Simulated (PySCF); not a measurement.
Ionisation energy of Pm⁺ by level of theory

Pm⁺ [Xe] 4f5 6s1 (high-spin determinant) → Pm²⁺ [Xe] 4f5 (high-spin determinant), as a difference of total energies. Calculation: PySCF 2.14, in x2c-TZVPPall with one added diffuse shell each of s, p, d, f type (12s8p8d5f2g, 129 functions); scalar relativity by spin-free X2C-1e. Correlated levels: valence: [Kr] 4d10 frozen; valence and next inner shell: [Ar] 3d10 frozen. The calculations carry no spin-orbit coupling.

```json
{"method": "UHF", "ionisation energy (eV)": "10.185", "difference from reference (eV)": "-0.753"}
{"method": "LDA", "ionisation energy (eV)": "11.388", "difference from reference (eV)": "+0.450"}
{"method": "PBE", "ionisation energy (eV)": "11.200", "difference from reference (eV)": "+0.262"}
{"method": "PBE0", "ionisation energy (eV)": "10.989", "difference from reference (eV)": "+0.051"}
{"method": "r2SCAN", "ionisation energy (eV)": "10.954", "difference from reference (eV)": "+0.016"}
{"method": "MP2 (valence)", "ionisation energy (eV)": "10.919", "difference from reference (eV)": "-0.019"}
{"method": "SCS-MP2 (valence)", "ionisation energy (eV)": "10.722", "difference from reference (eV)": "-0.216"}
{"method": "MP2 (valence and next inner shell)", "ionisation energy (eV)": "10.990", "difference from reference (eV)": "+0.052"}
{"method": "SCS-MP2 (valence and next inner shell)", "ionisation energy (eV)": "10.789", "difference from reference (eV)": "-0.149"}
```

Reference: 10.938 ± 0.02 eV (semi-empirical (NIST evaluation); NIST Atomic Spectra Database, ionization energies).

Errors of the correlated levels include the incompleteness of this basis and the frozen core.

The determinant of Pm²⁺ and of Pm⁺ mixes LS terms, which raises its energy above the lowest term, most at the Hartree-Fock and MP2 levels.
